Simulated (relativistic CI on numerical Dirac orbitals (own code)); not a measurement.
Fe2+ in a cubic cluster: 3p photoemission with charge transfer

Computed with a charge-transfer multiplet model of a cubic metal-ligand cluster with up to 2 ligand holes, Slater and spin-orbit integrals from Dirac-Coulomb-Breit ions, Slater integrals scaled by 0.8. The parameters are those of a tetrahedral site (10Dq negative, t2 hopping the larger). The ground state mixes d6 with configurations of k ligand holes L, whose averages lie at kΔ + k(k − 1)U_dd/2; a core hole lowers each added d electron by U_cd. 300 K, Lorentzian 0.9 eV and Gaussian 0.8 eV FWHM.

Atomic integrals in eV (Slater integrals scaled, ζ unscaled), ground: F2dd 8.723, F4dd 5.416, zeta_d 0.049; with the core hole: F2dd 9.641, F4dd 6.028, zeta_d 0.055, zeta_core 1.015, F2cd 10.399, G1cd 12.877, G3cd 7.843.

Cluster parameters (eV): U_dd = 6, U_cd = 7, 10Dq = -0.25, 10Dq(ligand) = 0, V(eg) = 0.8, V(t2g) = -1.36, final-state hopping factor = 0.9.

Weights, n_d and S are thermal averages at 300 K. Binding energies count from the first peak over 30 % of the highest in each spectrum, which can be another peak from case to case. The parameters are a model scan and need not match a compound or its usual spin state. Peaks in eV (height, largest 100): 0.0 (94), 2.7 (100), 6.7 (53), 10.1 (22), 17.7 (32), 20.9 (24), 22.4 (34).

**Question.** Which parameters give this spectrum?
A. Δ = 2.3 eV
B. Δ = 5.3 eV
C. Δ = 4.3 eV

**Answer.** C. Δ = 4.3 eV; the ground state then has 6.13 d electrons and S = 2.00. The choice follows from running the model for each set and comparing peak positions and heights.
